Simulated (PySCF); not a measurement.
trifluoromethane (CHF3), singlet, at a GFN2-xTB geometry; DF-BLYP/cc-pVTZ run with PySCF.

The PySCF input:
```python
from pyscf import gto, scf, dft

mol = gto.Mole()
mol.atom = '''
    C     0.00184574    0.00147866    0.33702587
    H     0.00789083    0.00632154    1.44084271
    F     0.02727377    1.24268325   -0.13386700
    F     1.06198689   -0.64643979   -0.13124532
    F    -1.09136790   -0.59793163   -0.11966522
'''
mol.basis = 'cc-pvtz'
mol.verbose = 4
mol.symmetry = True
mol.build()

mf = dft.RKS(mol)
mf.xc = 'blyp'
mf.irrep_nelec = {"A'": 24, 'A"': 10}
mf = mf.density_fit(auxbasis='def2-universal-jkfit')
mf.kernel()
mf.analyze()
```

### Question
Write the output that PySCF gives for this input, abridged.

### Answer

```
PySCF version 2.14.0

[INPUT] verbose = 4
[INPUT] num. atoms = 5
[INPUT] num. electrons = 34
[INPUT] charge = 0
[INPUT] spin (= nelec alpha-beta = 2S) = 0
[INPUT] symmetry True subgroup None
[INPUT] Mole.unit = angstrom
[INPUT] Symbol           X                Y                Z      unit          X                Y                Z       unit  Magmom
[...]
nuclear repulsion = 134.27705327417
point group symmetry = C3v, use subgroup Cs
symmetry origin: [ 6.11381972e-09 -1.66740556e-09  3.89061259e-09]
symmetry axis x: [ 0.87704154  0.48036483 -0.0069107 ]
symmetry axis y: [0.0054764  0.00438728 0.99997538]
symmetry axis z: [ 0.48038333 -0.8770578   0.00121716]
num. orbitals of irrep A' = 80
num. orbitals of irrep A" = 54
number of shells = 42
number of NR pGTOs = 184
number of NR cGTOs = 134
basis = cc-pvtz
ecp = {}

******** <class 'pyscf.df.df_jk.DFSymAdaptedRKS'> ********
method = DFSymAdaptedRKS
initial guess = minao
damping factor = 0
level_shift factor = 0
DIIS = <class 'pyscf.scf.diis.CDIIS'>
diis_start_cycle = 1
diis_space = 8
diis_damp = 0
SCF conv_tol = 1e-09
SCF conv_tol_grad = None
SCF max_cycles = 50
direct_scf = False
XC library pyscf.dft.libxc version 7.1.2
    S. Lehtola, C. Steigemann, M. J. T. Oliveira, and M. A. L. Marques,  SoftwareX 7, 1–5 (2018)
XC functionals = blyp
    A. D. Becke,  Phys. Rev. A 38, 3098 (1988)
    C. Lee, W. Yang, and R. G. Parr,  Phys. Rev. B 37, 785 (1988)
    B. Miehlich, A. Savin, H. Stoll, and H. Preuss,  Chem. Phys. Lett. 157, 200 (1989)
radial grids:
    Treutler-Ahlrichs [JCP 102, 346 (1995); DOI:10.1063/1.469408] (M4) radial grids

becke partition: Becke, JCP 88, 2547 (1988); DOI:10.1063/1.454033
pruning grids: <function nwchem_prune>
grids dens level: 3
symmetrized grids: True
atomic radii adjust function: <function treutler_atomic_radii_adjust>
small_rho_cutoff = 0
Freeze 34 electrons in irreps ["A'", 'A"']
    0 free electrons in irreps
Set gradient conv threshold to 3.16228e-05
Initial guess from minao.
tot grids = 66712
init E= -338.822965043034
HOMO (A') = 0.0479705543762261  LUMO (A") = -0.418215826718239  gap/eV = -12.68558

WARN: A' HOMO 0.0479705543762261 > system LUMO -0.418215826718239

WARN: A" LUMO -0.418215826718239 < system HOMO 0.0479705543762261

cycle= 1 E= -337.114144296809  delta_E= 1.71  |g|= 0.701  |ddm|= 17.9
HOMO (A') = -0.20324717058366  LUMO (A") = -0.732568295998192  gap/eV = -14.40356

WARN: A' HOMO -0.20324717058366 > system LUMO -0.732568295998192

WARN: A" LUMO -0.732568295998192 < system HOMO -0.20324717058366

cycle= 2 E= -336.395138801477  delta_E= 0.719  |g|=  1.9  |ddm|= 18.3
HOMO (A') = -0.0285794239730084  LUMO (A") = -0.540232444813874  gap/eV = -13.92279

WARN: A' HOMO -0.0285794239730084 > system LUMO -0.540232444813874

WARN: A" LUMO -0.540232444813874 < system HOMO -0.0285794239730084

cycle= 3 E= -335.945287903772  delta_E= 0.45  |g|= 2.29  |ddm|= 5.13
HOMO (A') = 0.00423830078329956  LUMO (A") = -0.571548549696274  gap/eV = -15.66796

WARN: A' HOMO 0.00423830078329956 > system LUMO -0.571548549696274

WARN: A" HOMO -0.572444798412946 > system LUMO -0.571548549696274

WARN: A" LUMO -0.571548549696274 < system HOMO 0.00423830078329956

cycle= 4 E= -337.082353334559  delta_E= -1.14  |g|= 0.851  |ddm|= 5.68
HOMO (A') = 0.0187561882460638  LUMO (A") = -0.537583821576296  gap/eV = -15.13878

WARN: A' HOMO 0.0187561882460638 > system LUMO -0.537583821576296

WARN: A" LUMO -0.537583821576296 < system HOMO 0.0187561882460638

cycle= 5 E= -337.209304612701  delta_E= -0.127  |g|= 0.588  |ddm|= 10.7
HOMO (A') = 0.0505169227525503  LUMO (A") = -0.518154989553534  gap/eV = -15.47435

WARN: A' HOMO 0.0505169227525503 > system LUMO -0.518154989553534

WARN: A" LUMO -0.518154989553534 < system HOMO 0.0505169227525503

cycle= 6 E= -337.270015454524  delta_E= -0.0607  |g|= 0.406  |ddm|=   12
HOMO (A') = 0.0438764796410635  LUMO (A") = -0.509530272744868  gap/eV = -15.05896

WARN: A' HOMO 0.0438764796410635 > system LUMO -0.509530272744868

WARN: A" LUMO -0.509530272744868 < system HOMO 0.0438764796410635

cycle= 7 E= -337.074685463586  delta_E= 0.195  |g|= 0.93  |ddm|= 12.3
HOMO (A') = 0.0473494259758487  LUMO (A") = -0.510168370144464  gap/eV = -15.17083

WARN: A' HOMO 0.0473494259758487 > system LUMO -0.510168370144464

WARN: A" LUMO -0.510168370144464 < system HOMO 0.0473494259758487

cycle= 8 E= -337.309389938432  delta_E= -0.235  |g|= 0.257  |ddm|= 6.26
HOMO (A') = 0.0474881145860834  LUMO (A") = -0.507419711414278  gap/eV = -15.09981

WARN: A' HOMO 0.0474881145860834 > system LUMO -0.507419711414278

WARN: A" LUMO -0.507419711414278 < system HOMO 0.0474881145860834

cycle= 9 E= -337.219380765165  delta_E= 0.09  |g|= 0.575  |ddm|= 13.2
HOMO (A') = 0.0419515183961021  LUMO (A") = -0.502387436253992  gap/eV = -14.81222

WARN: A' HOMO 0.0419515183961021 > system LUMO -0.502387436253992

WARN: A" LUMO -0.502387436253992 < system HOMO 0.0419515183961021

cycle= 10 E= -337.247781412489  delta_E= -0.0284  |g|= 0.483  |ddm|= 4.58
HOMO (A') = 0.043560464762774  LUMO (A") = -0.515590772395713  gap/eV = -15.21528

WARN: A' HOMO 0.043560464762774 > system LUMO -0.515590772395713

WARN: A" LUMO -0.515590772395713 < system HOMO 0.043560464762774

cycle= 11 E= -337.298009801395  delta_E= -0.0502  |g|= 0.43  |ddm|=    6
HOMO (A') = 0.0432127057631799  LUMO (A") = -0.515843464219496  gap/eV = -15.21269

WARN: A' HOMO 0.0432127057631799 > system LUMO -0.515843464219496

WARN: A" LUMO -0.515843464219496 < system HOMO 0.0432127057631799

cycle= 12 E= -337.294242312362  delta_E= 0.00377  |g|= 0.449  |ddm|= 0.253
HOMO (A') = 0.0444392425063155  LUMO (A") = -0.514325029368071  gap/eV = -15.20475

WARN: A' HOMO 0.0444392425063155 > system LUMO -0.514325029368071

WARN: A" LUMO -0.514325029368071 < system HOMO 0.0444392425063155

cycle= 13 E= -337.290726552653  delta_E= 0.00352  |g|= 0.447  |ddm|=  1.4
HOMO (A') = 0.0425777271084314  LUMO (A") = -0.516794027461103  gap/eV = -15.22128

[...]
HOMO (A') = 0.0384859137852533  LUMO (A") = -0.523315495469286  gap/eV = -15.28740

WARN: A' HOMO 0.0384859137852533 > system LUMO -0.523315495469286

WARN: A" LUMO -0.523315495469286 < system HOMO 0.0384859137852533

cycle= 34 E= -337.217711848054  delta_E= -0.0852  |g|= 0.617  |ddm|=  7.8
HOMO (A') = 0.04291454804831  LUMO (A") = -0.515419239915975  gap/eV = -15.19304

WARN: A' HOMO 0.04291454804831 > system LUMO -0.515419239915975

WARN: A" LUMO -0.515419239915975 < system HOMO 0.04291454804831

cycle= 35 E= -337.328800897585  delta_E= -0.111  |g|=  0.2  |ddm|= 7.48
HOMO (A') = 0.0426908888416646  LUMO (A") = -0.523891956948134  gap/eV = -15.41750

WARN: A' HOMO 0.0426908888416646 > system LUMO -0.523891956948134

WARN: A" LUMO -0.523891956948134 < system HOMO 0.0426908888416646

cycle= 36 E= -337.300071395078  delta_E= 0.0287  |g|= 0.34  |ddm|= 8.02
HOMO (A') = 0.0277472432445347  LUMO (A") = -0.526755647553312  gap/eV = -15.08879

WARN: A' HOMO 0.0277472432445347 > system LUMO -0.526755647553312

WARN: A" LUMO -0.526755647553312 < system HOMO 0.0277472432445347

cycle= 37 E= -336.927612360971  delta_E= 0.372  |g|= 1.17  |ddm|=   12
HOMO (A') = 0.0318603842473189  LUMO (A") = -0.532267697936668  gap/eV = -15.35071

WARN: A' HOMO 0.0318603842473189 > system LUMO -0.532267697936668

WARN: A" LUMO -0.532267697936668 < system HOMO 0.0318603842473189

cycle= 38 E= -337.215611036528  delta_E= -0.288  |g|= 0.624  |ddm|= 2.69
HOMO (A') = 0.0389661397727005  LUMO (A") = -0.526086853029775  gap/eV = -15.37588

WARN: A' HOMO 0.0389661397727005 > system LUMO -0.526086853029775

WARN: A" LUMO -0.526086853029775 < system HOMO 0.0389661397727005

cycle= 39 E= -337.111132957307  delta_E= 0.104  |g|= 0.874  |ddm|= 9.46
HOMO (A') = 0.0398498478595173  LUMO (A") = -0.52315521142193  gap/eV = -15.32015

WARN: A' HOMO 0.0398498478595173 > system LUMO -0.52315521142193

WARN: A' LUMO 0.0407459248382136 < system HOMO 0.0398498478595173

WARN: A" LUMO -0.52315521142193 < system HOMO 0.0398498478595173

cycle= 40 E= -337.139103295088  delta_E= -0.028  |g|= 0.807  |ddm|=   11
HOMO (A') = 0.0384138925206786  LUMO (A") = -0.522615949996826  gap/eV = -15.26640

WARN: A' HOMO 0.0384138925206786 > system LUMO -0.522615949996826

WARN: A" LUMO -0.522615949996826 < system HOMO 0.0384138925206786

cycle= 41 E= -337.257039943872  delta_E= -0.118  |g|= 0.514  |ddm|= 2.45
HOMO (A') = 0.0396818727723493  LUMO (A") = -0.524105335928191  gap/eV = -15.34143

WARN: A' HOMO 0.0396818727723493 > system LUMO -0.524105335928191

WARN: A" LUMO -0.524105335928191 < system HOMO 0.0396818727723493

cycle= 42 E= -336.988950477062  delta_E= 0.268  |g|= 1.03  |ddm|= 9.67
HOMO (A') = 0.0331861488813696  LUMO (A") = -0.537946613688551  gap/eV = -15.54131

WARN: A' HOMO 0.0331861488813696 > system LUMO -0.537946613688551

WARN: A" LUMO -0.537946613688551 < system HOMO 0.0331861488813696

cycle= 43 E= -337.26891570899  delta_E= -0.28  |g|= 0.398  |ddm|= 9.46
HOMO (A') = 0.0419719638038458  LUMO (A") = -0.480476285802732  gap/eV = -14.21654

WARN: A' HOMO 0.0419719638038458 > system LUMO -0.480476285802732

WARN: A" LUMO -0.480476285802732 < system HOMO 0.0419719638038458

cycle= 44 E= -337.089178170835  delta_E= 0.18  |g|= 0.847  |ddm|= 14.7
HOMO (A') = 0.0457767741987976  LUMO (A") = -0.510839369280326  gap/eV = -15.14630

WARN: A' HOMO 0.0457767741987976 > system LUMO -0.510839369280326

WARN: A" LUMO -0.510839369280326 < system HOMO 0.0457767741987976

cycle= 45 E= -337.315873597884  delta_E= -0.227  |g|= 0.314  |ddm|= 7.87
HOMO (A') = 0.0402932347505176  LUMO (A") = -0.518119564478943  gap/eV = -15.19519

WARN: A' HOMO 0.0402932347505176 > system LUMO -0.518119564478943

WARN: A" LUMO -0.518119564478943 < system HOMO 0.0402932347505176

cycle= 46 E= -337.291444848145  delta_E= 0.0244  |g|= 0.435  |ddm|= 5.54
HOMO (A') = 0.0392669271756194  LUMO (A") = -0.521223194045536  gap/eV = -15.25171

WARN: A' HOMO 0.0392669271756194 > system LUMO -0.521223194045536

WARN: A" LUMO -0.521223194045536 < system HOMO 0.0392669271756194

cycle= 47 E= -337.319506923345  delta_E= -0.0281  |g|= 0.27  |ddm|= 2.95
HOMO (A') = 0.0351301277638757  LUMO (A") = -0.527402528874175  gap/eV = -15.30729

WARN: A' HOMO 0.0351301277638757 > system LUMO -0.527402528874175

WARN: A" LUMO -0.527402528874175 < system HOMO 0.0351301277638757

cycle= 48 E= -337.245907615994  delta_E= 0.0736  |g|= 0.538  |ddm|=   13
HOMO (A') = 0.0383257137975895  LUMO (A") = -0.520867711029383  gap/eV = -15.21643

WARN: A' HOMO 0.0383257137975895 > system LUMO -0.520867711029383

WARN: A" LUMO -0.520867711029383 < system HOMO 0.0383257137975895

cycle= 49 E= -337.248576073791  delta_E= -0.00267  |g|= 0.61  |ddm|= 3.96
HOMO (A') = 0.0330249670449565  LUMO (A") = -0.525976212491594  gap/eV = -15.21120

WARN: A' HOMO 0.0330249670449565 > system LUMO -0.525976212491594

WARN: A" LUMO -0.525976212491594 < system HOMO 0.0330249670449565

cycle= 50 E= -337.18567384342  delta_E= 0.0629  |g|= 0.793  |ddm|= 3.25
SCF not converged.
SCF energy = -337.18567384342
**** SCF Summaries ****
Total Energy =                        -337.185673843419977
Nuclear Repulsion Energy =             134.277053274169504
One-electron Energy =                 -734.175484547563997
Two-electron Energy =                  262.712757429974545
Two-electron Coulomb Energy =          299.782243182835202
DFT Exchange-Correlation Energy =      -37.069485752860672
HOMO-LUMO gap [eV] =                   -15.211196882004403
Wave-function symmetry = A'
occupancy for each irrep:     A'   A"
                              12    5
**** MO energy ****
[...]
 ** Mulliken pop on meta-lowdin orthogonal AOs  **
 ** Mulliken pop  **
 ** Mulliken atomic charges  **
charge of    0C =     -0.45931
charge of    1H =      0.05146
charge of    2F =     -0.04759
charge of    3F =     -0.04759
charge of    4F =      0.50304
Dipole moment(X, Y, Z, Debye): -6.14068, -3.36686, -2.50723
```

The run did not converge; its last values are not results.
